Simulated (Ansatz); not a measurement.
C10H20, SMILES `C=CCCCCCCCC`. The species carries charge 0 and has multiplicity 1. The structure was optimised at the PBE0-D4/def2-TZVP level. It is one conformer, not always the lowest.

```xyz
30

C     3.698    2.358   -0.214
C     2.453    2.738    0.040
C     1.546    2.104    1.040
C     0.279    1.534    0.410
C    -0.659    0.919    1.435
C    -1.974    0.413    0.855
C    -1.838   -0.649   -0.231
C    -1.119   -1.910    0.224
C    -1.101   -3.024   -0.814
C    -0.316   -2.683   -2.070
H     4.157    1.534    0.324
H     4.304    2.855   -0.962
H     2.031    3.569   -0.526
H     1.258    2.850    1.792
H     2.083    1.313    1.574
H     0.565    0.789   -0.339
H    -0.246    2.328   -0.136
H    -0.141    0.103    1.953
H    -0.881    1.666    2.206
H    -2.586    0.010    1.670
H    -2.532    1.264    0.448
H    -2.841   -0.922   -0.581
H    -1.327   -0.221   -1.099
H    -0.085   -1.669    0.500
H    -1.598   -2.278    1.139
H    -2.133   -3.280   -1.085
H    -0.675   -3.924   -0.359
H    -0.277   -3.533   -2.756
H    -0.759   -1.846   -2.613
H     0.715   -2.409   -1.825
```

Problem. What is the dipole moment at B3LYP/def2-TZVPP? (Best estimate.)

Solution. Ansatz gave: 0.55 D, with components (-0.50, -0.12, 0.17) D in this frame, pointing from negative to positive charge.

Problem. And with PBE, r2SCAN, ωB97M-V? (Estimate.)

Solution. Ansatz gave: PBE 0.57 D, r2SCAN 0.58 D, ωB97M-V 0.51 D.

Problem. Give the Mulliken charges with B3LYP, ωB97M-V, r2SCAN in def2-TZVPP. (An estimate is asked.)

Solution. The calculation gave: 
| atom | B3LYP | ωB97M-V | r2SCAN |
| --- | --- | --- | --- |
| C1 | -0.23 | -0.22 | -0.20 |
| C2 | -0.14 | -0.14 | -0.14 |
| C3 | -0.04 | -0.12 | 0.05 |
| C4 | -0.11 | -0.15 | -0.04 |
| C5 | -0.09 | -0.22 | -0.02 |
| C6 | -0.13 | -0.21 | -0.06 |
| C7 | -0.09 | -0.21 | -0.03 |
| C8 | -0.09 | -0.16 | -0.03 |
| C9 | -0.09 | -0.17 | -0.01 |
| C10 | -0.26 | -0.32 | -0.16 |
| H11 | 0.08 | 0.08 | 0.06 |
| H12 | 0.10 | 0.10 | 0.08 |
| H13 | 0.09 | 0.10 | 0.07 |
| H14 | 0.06 | 0.10 | 0.03 |
| H15 | 0.05 | 0.08 | 0.02 |
| H16 | 0.07 | 0.10 | 0.03 |
| H17 | 0.05 | 0.10 | 0.02 |
| H18 | 0.05 | 0.10 | 0.02 |
| H19 | 0.06 | 0.10 | 0.02 |
| H20 | 0.06 | 0.10 | 0.02 |
| H21 | 0.06 | 0.10 | 0.02 |
| H22 | 0.06 | 0.10 | 0.02 |
| H23 | 0.06 | 0.10 | 0.03 |
| H24 | 0.05 | 0.09 | 0.02 |
| H25 | 0.06 | 0.10 | 0.02 |
| H26 | 0.05 | 0.08 | 0.01 |
| H27 | 0.06 | 0.09 | 0.02 |
| H28 | 0.08 | 0.11 | 0.04 |
| H29 | 0.08 | 0.10 | 0.04 |
| H30 | 0.07 | 0.10 | 0.04 |

B3LYP here is the variant with VWN-RPA as its local correlation; programs differ in this.
